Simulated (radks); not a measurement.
Task: Lu42+, 29 electrons, occupied as [Ar] 3d9.75 4s1 4p0.25 (fractional occupations, a model configuration). Calculated with a radial shooting solver on a logarithmic mesh with Libxc functionals: scalar-relativistic Kohn-Sham, MS2 meta-GGA, spin-polarised, spherical densities, finite nucleus; open shells are filled with parallel spins first (spin-orbit coupling, left out, can overturn this in heavy ions); meta-GGA in the generalised Kohn-Sham scheme; Fermi nuclear charge, rms radius 5.37 fm. Some entries of the table are withheld. Estimate them.

| orbital | occ. | eigenvalue (eV) | <r^2> (bohr^2) | r(max) (bohr) |
|---|---|---|---|---|
| 1s up | 1 | -65313.73 | 0.0005118 | 0.01213 |
| 1s down | 1 | -65312.42 | 0.0005118 | 0.01213 |
| 2s up | 1 | -12781.53 | 0.007876 | 0.06917 |
| 2s down | 1 | -12779.71 | 0.007875 | 0.06917 |
| 2p up | 3 | -11485.16 | 0.006458 | 0.05654 |
| 2p down | 3 | -11483.30 | 0.006457 | 0.05654 |
| 3s up | 1 | -4347.226 | 0.04950 | 0.1935 |
| 3s down | 1 | -4345.653 | 0.04950 | 0.1936 |
| 3p up | 3 | -3953.724 | 0.04956 | 0.1905 |
| 3p down | 3 | -3951.486 | 0.04953 | 0.1906 |
| 3d up | 5 | -3499.777 | 0.04052 | 0.1546 |
| 3d down | 4.75 | -3496.568 | 0.04049 | 0.1546 |
| 4s up | 1 | -2116.469 | 0.1931 | 0.4100 |
| 4s down | 0 | -2102.743 | 0.1932 | 0.4101 |
| 4p up | 0.25 | -1966.713 | 0.2028 | 0.4194 |
| 4p down | 0 | -1953.479 | 0.2030 | 0.4195 |
| 4d up | 0 | (1) | 0.1996 | 0.4102 |
| 4d down | 0 | (2) | 0.1996 | 0.4102 |
| 5s up | 0 | -1251.519 | 0.5345 | 0.7192 |

Result: 
(1) 4d up eigenvalue (eV): -1790.044
(2) 4d down eigenvalue (eV): -1778.015
